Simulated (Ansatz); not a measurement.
The cluster In2As⁺. The state is a quintet with charge 1. Geometry r2SCAN-D4/def2-TZVP; atoms count from 1.

Cartesian coordinates in Å:
```
In 0.494 -1.461 1.004
In 0.601 0.491 -1.669
As -1.095 0.969 0.665
```

In the def2 sets In takes a core potential; there is no spin–orbit coupling. At PBE0-D4/def2-TZVP a triplet of charge 1 lies 1.20 eV below the quintet, each at its own geometry. The structure comes from a short search, and lower isomers may exist.

Problem. Estimate the Mulliken populations from the PBE0/def2-TZVP orbitals of Ansatz.

Solution. 
| atom | charge (e) | spin (α − β) |
| --- | --- | --- |
| In1 | 0.44 | 0.76 |
| In2 | 0.44 | 0.76 |
| As3 | 0.11 | 2.48 |
Mulliken values and Mayer orders depend strongly on the basis.

Problem. Where does the spin sit?

Solution. Summed by element: In 1.52, As 2.48, of 4 unpaired in all. Largest on single atoms: As3 2.48, In1 0.76, In2 0.76.

Problem. And the Mayer bond orders between bonded heavy atoms (over 0.3)?

Solution. In1–In2 0.55 (3.31 Å); In1–As3 0.53 (2.92 Å); In2–As3 0.53 (2.92 Å).
